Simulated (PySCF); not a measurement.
# Steps of a relaxation of Ce(OH)3

Ce(OH)3 (singlet in the valence; each metal's 4f electrons, 1 of them, lie in its core potential, out of spins and levels). PySCF 2.14.0, RKS TPSS, Ce lcecp-1-SVP with ECP47, O def2-SVP, H def2-SVP; non-relativistic Hamiltonian with scalar-relativistic core potentials where named; density fitting; no spin-orbit coupling. Origin of the start: template. Columns: position (Å) and force (eV/Å). Energies are counted from the last step; some of the 7 steps are shown. Forces carry noise of the integration grid, about 0.01 to 0.03 eV/Å.

Run from Python with OMP_NUM_THREADS=2. Where DIIS fails, smearing, a level shift and second-order steps follow.
It took 26 s on 2 threads of Arm Neoverse V2 (shared host), from the converged density of the start.

```xyz
7
step 0  E = 0.269 eV
Ce    0.0000    0.0000   -0.0055    -0.02    0.00   -0.47
O     2.2418    0.0000   -0.0055    -1.35    0.00    0.29
H     3.1418    0.0000    0.3445     0.18    0.00   -0.13
O    -1.1209    1.9415   -0.0055     0.68   -1.16    0.29
H    -1.5709    2.7209    0.3445    -0.09    0.15   -0.13
O    -1.1209   -1.9415   -0.0055     0.68    1.16    0.29
H    -1.5709   -2.7209    0.3445    -0.09   -0.15   -0.13
```

```xyz
7
step 2  E = 0.043 eV
Ce    0.0000    0.0000   -0.1562     0.01    0.00   -0.43
O     2.1444    0.0000    0.0360     0.33    0.00    0.29
H     3.0607    0.0000    0.3531    -0.03    0.00   -0.15
O    -1.0721    1.8571    0.0360    -0.17    0.29    0.29
H    -1.5303    2.6507    0.3531     0.02   -0.03   -0.15
O    -1.0722   -1.8571    0.0360    -0.17   -0.29    0.29
H    -1.5304   -2.6506    0.3531     0.02    0.03   -0.15
```

```xyz
7
step 4  E = 0.002 eV
Ce    0.0000    0.0000   -0.3282     0.01    0.00   -0.09
O     2.1266    0.0000    0.0561    -0.03    0.00    0.04
H     3.0337    0.0000    0.3904     0.04    0.00   -0.01
O    -1.0633    1.8417    0.0561     0.01   -0.02    0.04
H    -1.5168    2.6273    0.3904    -0.02    0.04   -0.01
O    -1.0633   -1.8416    0.0561     0.01    0.02    0.04
H    -1.5169   -2.6273    0.3904    -0.02   -0.04   -0.01
```

**Question.** Where does the relaxation end?

**Answer.** It converges at step 6 in C3v:
```xyz
7
step 6  E = 0
Ce    0.0000    0.0000   -0.3659
O     2.1175    0.0000    0.0631
H     3.0258    0.0000    0.3960
O    -1.0587    1.8338    0.0631
H    -1.5129    2.6205    0.3960
O    -1.0588   -1.8338    0.0631
H    -1.5130   -2.6204    0.3960
```

**Question.** How did the contacts change?

**Answer.** 
```tsv
contact	start (Å)	end (Å)
Ce1–O2 (OH)	2.242	2.161
Ce1–O4 (OH)	2.242	2.161
Ce1–O6 (OH)	2.242	2.161
```


No frequency check is given that shows the relaxed geometry to be a minimum. An lcecp potential fixes the number of 4f electrons, so in runs with it no electron can move into or out of that shell.
